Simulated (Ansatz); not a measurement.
System (SMILES): Cl[C]Cl (closed-shell singlet).
Atoms: Cl1, C2, Cl3. Bonds: Cl1-C2, C2-Cl3.

How fast the optimised Cl1-C2 bond length converges with the basis for several methods (Ansatz, a first-principles code): deviation from each method's own reference, in Å. References: B3LYP 1.7221 Å, the value in def2-QZVPPD; HF 1.6980 Å, the value in def2-QZVPPD; MP2 1.7001 Å, the value in def2-QZVPP; PBE 1.7317 Å, the value in def2-QZVPPD. Cartesian d functions, on some or all atoms, in 6-31G*; all else is spherical. In correlated methods cores are frozen. A restricted Hartree-Fock determinant is unstable towards unrestricted orbitals. No added dispersion term, no relativity. The reference of a correlated method is not its basis-set limit, which lies further on.

```tsv
basis	functions	B3LYP	HF	MP2	PBE
def2-SVP	50	0.0135	0.0065	0.0071	[?]
6-31G*	53	0.0305	0.0134	0.0179	[?]
cc-pV(D+d)Z	60	0.0189	0.0110	0.0207	[?]
def2-TZVP	105	0.0025	0.0017	0.0042	[?]
def2-TZVPPD	139	0.0013	0.0011	0.0029	[?]
aug-cc-pV(T+d)Z	156	0.0022	0.0023	0.0045	[?]
cc-pCVTZ	161	0.0060	0.0037	0.0064	[?]
def2-QZVPP	197	0.0010	0.0005	0.0000	[?]
```

What belongs in the gaps?


- def2-SVP, PBE: 0.0160
- 6-31G*, PBE: 0.0326
- cc-pV(D+d)Z, PBE: 0.0187
- def2-TZVP, PBE: 0.0028
- def2-TZVPPD, PBE: 0.0014
- aug-cc-pV(T+d)Z, PBE: 0.0021
- cc-pCVTZ, PBE: 0.0063
- def2-QZVPP, PBE: 0.0012

Mean absolute deviation over def2-TZVP, def2-TZVPPD, aug-cc-pV(T+d)Z, cc-pCVTZ: HF 0.0022, B3LYP 0.0030, PBE 0.0032, MP2 0.0045 Å.
